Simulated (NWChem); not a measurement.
Species: CH5BFNO; SMILES COB(N)F

```xyz
10

B      0.0762    -0.5373    -0.0002
F      0.8406    -1.6491     0.0006
O      0.7486     0.6585    -0.0016
C      0.0447     1.8790    -0.0021
H     -0.5946     1.9956     0.9040
H      0.7760     2.7116    -0.0106
H     -0.6067     1.9881    -0.9006
N     -1.3328    -0.6705     0.0003
H     -1.7783    -1.5861     0.0008
H     -1.9847     0.1103     0.0001
```
Atoms are numbered in this order, from 1.

Computed with NWChem. Pople sets run with spherical d functions. STO-3G and 3-21G are far too small for this property and stand as cheap habits. Coordinates come from a PBE-D3(BJ)/def2-SVP optimisation. B3LYP is NWChem's, with the RPA form of VWN correlation. Field at 589 nm.

| level | isotropic polarisability (bohr³) | anisotropy (bohr³) |
|---|---|---|
| B3LYP/STO-3G | 18.7 | 16.7 |
| B3LYP/6-31G* | (withheld) | (withheld) |
| B3LYP/def2-SVP | 32.9 | 12.5 |
| B3LYP/def2-SVPD | 41.8 | 11.7 |

Q: Complete the blanks.

A: 
- B3LYP/6-31G*, isotropic polarisability (bohr³): 31.8
- B3LYP/6-31G*, anisotropy (bohr³): 13.7
